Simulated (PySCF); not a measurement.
## Static response to an electric field

Species: C₉H₆.
Geometry (GFN2-xTB, Å), atoms numbered from 1 in this order:
```xyz
15
C9H6 angstrom
C     -2.800   -0.322    0.943
C     -1.650   -0.417    0.606
C     -0.302   -0.558    0.219
C      0.297   -1.923    0.342
C      0.388    0.517   -0.239
C     -0.205    1.798   -0.347
C     -0.674    2.899   -0.450
C      1.742    0.440   -0.643
C      2.891    0.402   -0.990
H     -3.803   -0.227    1.234
H      1.335   -1.918    0.015
H      0.250   -2.262    1.377
H     -0.266   -2.635   -0.263
H     -1.100    3.853   -0.533
H      3.895    0.361   -1.293
```

Level: PBE0/def2-SVPD (PySCF), static field, nuclei fixed, core orbitals frozen in the response. The polarisability tensor in these axes (au):

```
x   146.18   5.72 -27.91
y     5.72 118.61 -14.96
z   -27.91 -14.96  72.64
```

Problem. Give the principal values, the mean and the anisotropy Δα = √{½[(α1 − α2)² + (α2 − α3)² + (α1 − α3)²]}.

Solution. Principal values 60.56, 118.55 and 158.30 au; mean 112.47 au = 16.67 Å³ = 18.54 × 10⁻⁴⁰ C²·m²/J; Δα = 85.13 au (76 % of the mean).

Problem. What is the dipole moment, and where does it point?

Solution. (-0.13, -0.69, 0.20) D, 0.73 D in size, pointing from the negative to the positive side. Measured along this direction, the outermost atoms are H14 at the negative end and H12 and H13 at the positive end.

Problem. In TDDFT the mean static polarisability is Σ f/ω² over all singlet excitations (ω in hartree). How much of it do the 6 lowest give? Their energies (eV) and oscillator strengths: 4.33, 0.4377; 4.48, 0.0000; 4.93, 0.0001; 5.20, 0.0000; 5.38, 0.0859; 5.55, 0.0002.

Solution. They add up to 19.48 au, 17.3 % of the 112.47 au; the largest single term is 17.28 au, from the state at 4.33 eV. Terms in order: 17.28, 0.00, 0.00, 0.00, 2.19, 0.00 au. Higher excitations give the rest. The strengths listed sum to 0.524.

Problem. Molar refractivity from α?

Solution. Lorentz–Lorenz: R = (4π/3)N_A α = 2.5225 cm³/(mol·Å³) × 16.67 Å³ = 42.0 cm³/mol, in the limit of long wavelengths.

Problem. What depolarisation ratio follows for Rayleigh scattering of linearly polarised light, taking the static tensor?

Solution. ρ = 3Δα²/(45ᾱ² + 4Δα²) = 21741.5/(569252 + 28988.6) = 0.0363.

Isolated species at its GFN2-xTB geometry, gas phase.
